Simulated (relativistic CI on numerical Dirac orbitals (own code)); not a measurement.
## Sensitivity of the levels of Ti7+ to α and to the nuclear radius

Method of calculation: Dirac-Coulomb-Breit CI, separate exchange-only KLI orbitals for each configuration, derivatives by finite differences, unscaled Slater integrals, QED left out (own radial code, finite nucleus).

CI space (outside the closed core [Ne]): 3s²3p³, 3s3p⁴, 3s²3p²3d, 3p⁵, 3s3p³3d, 3p⁴3d, 3s²3p3d², 3s²3d³, 3s3p3d³, 3p³3d², 3p²3d³. Double excitations out of closed p, d and f shells are left out; levels of such configurations are missing from the list, as are those of other unlisted configurations, and high levels can miss mixing partners.

With x = (α/α₀)² − 1 an excitation energy changes as ω = ω₀ + qx; K = 2q/ω₀ is the relative enhancement. Terms are leading LS components, so labels can repeat. The field-shift factor is F = δν/δ⟨r²⟩ for the transition from the lowest level.

Lowest level 3s²3p³ ⁴S°3/2.

```tsv
Level	ω₀ (cm⁻¹)	q (cm⁻¹)	K	F (GHz/fm²)
3s²3p³ ²D°3/2	35847	-1251	-0.0698	0.0237
3s²3p³ ²D°5/2	36878	707.4	0.0384	0.0257
3s²3p³ ²P°1/2	58157	916.5	0.0315	-0.0693
3s²3p³ ²P°3/2	59521	3561	0.12	-0.0736
3s3p⁴ ⁴P5/2	207073	4788	0.0462	-5.01
3s3p⁴ ⁴P3/2	210642	8508	0.0808	-5
3s3p⁴ ⁴P1/2	212506	10220	0.0962	-4.99
3s3p⁴ ²D3/2	254765	6458	0.0507	-4.31
3s3p⁴ ²D5/2	255216	7254	0.0568	-4.32
3s²3p²3d ²P3/2	294085	4580	0.0311	-2.64
3s²3p²3d ²P1/2	297612	7391	0.0497	-2.71
3s3p⁴ ²S1/2	313357	8506	0.0543	-4.31
3s²3p²3d ⁴F3/2	324050	-538.3	-0.00332	0.399
3s²3p²3d ⁴F5/2	325432	878.3	0.0054	0.402
3s²3p²3d ⁴F7/2	327402	2940	0.018	0.403
3s²3p²3d ⁴F9/2	329929	5516	0.0334	0.401
3s²3p²3d ²F5/2	339106	576.3	0.0034	0.41
3s²3p²3d ⁴D1/2	339496	2057	0.0121	0.385
3s²3p²3d ⁴D3/2	339903	2404	0.0141	0.39
3s²3p²3d ⁴D7/2	340069	2094	0.0123	0.407
3s²3p²3d ⁴D5/2	341964	3872	0.0226	0.404
3s²3p²3d ²F7/2	345944	7529	0.0435	0.407
3s²3p²3d ²G7/2	374802	3340	0.0178	0.428
```

At this charge configurations can still be misplaced by up to about 7 % of their energy.
